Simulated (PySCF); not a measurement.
C2H4ClNSi, SMILES C(#N)C[SiH2]Cl.

Coordinates come from a B3LYP-D3(BJ)/def2-SVP optimisation. The structure was generated by enumeration, and PubChem lists no compound with its InChIKey, so it may never have been made. One conformer was computed; it need not be the lowest.

Two levels are set side by side: TDDFT-PBE/def2-SVPD (PySCF) and TDDFT-B3LYP/def2-SVPD (PySCF). Vertical, same geometry. The lowest singlet is HOMO→LUMO 99 % with PBE and HOMO→LUMO 90 % with the other functional; states are paired by order. Differences are taken from unrounded values.

```tsv
quantity	TDDFT-B3LYP	TDDFT-PBE	TDDFT-PBE minus TDDFT-B3LYP
lowest singlet excitation (eV)	7.11	6.48	-0.63
lowest triplet excitation (TDA) (eV)	6.16	6.14	-0.02
```

A lower first singlet is the usual sign of a functional without exact exchange. Differences between two approximate levels are no errors against the true value.

Rough cost on one machine, each run with all the roots and properties that it gave: TDDFT-B3LYP against TDDFT-PBE about 3 times.
